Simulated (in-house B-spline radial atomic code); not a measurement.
Radial electron density of the palladium ion Pd⁸⁺, [Kr] 4d2. Computed with a B-spline radial code for spherical atoms: scalar-relativistic (X2C) TPSS, spin-polarised, spherical fractional occupations, Fermi nucleus of rms radius 4.5318 fm.

One-electron X2C: radii and densities carry no picture-change correction, so inner-shell <1/r> comes out high (for 1s by about 2 % at Z = 33, 5 % at 54, 10 % at 75, 30 % at 118) and <r> low.

Columns: r (bohr), 4πr²n(r) (electrons per bohr), bar.

```
 0.00114    2.021 #
 0.00139    2.788 ##
 0.00168    3.775 ##
 0.00204    5.123 ###
 0.00247     6.88 ####
   0.003    9.212 #####
 0.00364     12.2 #######
 0.00442    15.99 ##########
 0.00536    20.63 ############
  0.0065    26.16 ################
 0.00789    32.53 ###################
 0.00957    39.41 #######################
  0.0116     46.3 ############################
  0.0141    52.55 ###############################
  0.0171    57.09 ##################################
  0.0207    59.13 ###################################
  0.0252    58.31 ###################################
  0.0305    55.22 #################################
   0.037    51.57 ###############################
  0.0449    50.08 ##############################
  0.0545    53.09 ################################
  0.0661     60.7 ####################################
  0.0802     69.6 #########################################
  0.0973       74 ############################################
   0.118    69.83 ##########################################
   0.143    59.06 ###################################
   0.174    49.53 #############################
   0.211    49.04 #############################
   0.256     55.6 #################################
    0.31    58.57 ###################################
   0.376    49.85 ##############################
   0.457       33 ####################
   0.554    19.53 ############
   0.672     14.9 #########
   0.815    14.89 #########
   0.989    12.97 ########
     1.2    8.192 #####
    1.46    3.522 ##
    1.77    1.034 #
    2.14   0.2086 
     2.6  0.02549 
    3.15 0.001845 
    3.82 7.22e-05
```

On this grid the curve has 3 maxima, near 0.0207, 0.0973, 0.31 bohr.

The 4d up radial function P(r) = rR(r), positive near the nucleus:

```json
{"r (bohr)": "0.0116", "P": "0.001599"}
{"r (bohr)": "0.0171", "P": "0.004572"}
{"r (bohr)": "0.0252", "P": "0.01266"}
{"r (bohr)": "0.037", "P": "0.03308"}
{"r (bohr)": "0.0545", "P": "0.08117"}
{"r (bohr)": "0.0802", "P": "0.1791"}
{"r (bohr)": "0.118", "P": "0.3398"}
{"r (bohr)": "0.174", "P": "0.5191"}
{"r (bohr)": "0.256", "P": "0.5557"}
{"r (bohr)": "0.376", "P": "0.243"}
{"r (bohr)": "0.554", "P": "-0.4143"}
{"r (bohr)": "0.815", "P": "-0.991"}
{"r (bohr)": "1.2", "P": "-0.9657"}
{"r (bohr)": "1.77", "P": "-0.4627"}
{"r (bohr)": "2.6", "P": "-0.09513"}
{"r (bohr)": "3.82", "P": "-0.005783"}
```
